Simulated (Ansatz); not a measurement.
System: SnO, charge 0, singlet. SnO (SMILES [Sn]=[O]).
B3LYP-D3(BJ)/def2-TZVP minimum from Ansatz (an electronic-structure program):
```
Sn
O 1 1.8317
```
Charge 0, spin multiplicity 1.

Total energies in def2-QZVPP, 10 correlated electrons, 10 frozen orbitals. Radicals and triplets start from unrestricted determinants; spin-orbit coupling is neglected. Correlated methods leave the cores frozen (noble-gas shells, and filled d and f shells in the p block). Past Kr the def2 sets carry scalar-relativistic core potentials. Spin-orbit terms, left out, reach several kcal/mol for Br and I, and more for heavier atoms. The T1 diagnostic of OSn ([O]=[Sn], singlet) reaches 0.048 in the sets run. The restricted determinant of OSn ([O]=[Sn], singlet) is unstable towards broken spin symmetry in at least one set run.

```tsv
method	program	energy (Eh)	minus CCSDT(Q) (mEh)
HF	Ansatz	-288.22388	380.44
MP2	Ansatz	-288.59503	9.29
CCSD	Ansatz	-288.57796	26.37
CCSD(T)	Ansatz	-288.60171	2.62
CCSDT(Q)	Ansatz	-288.60433	0.00
```

Rough core times of Ansatz's runs on a shared machine: CCSD(T) under 20 s, CCSDT(Q) 5 min.
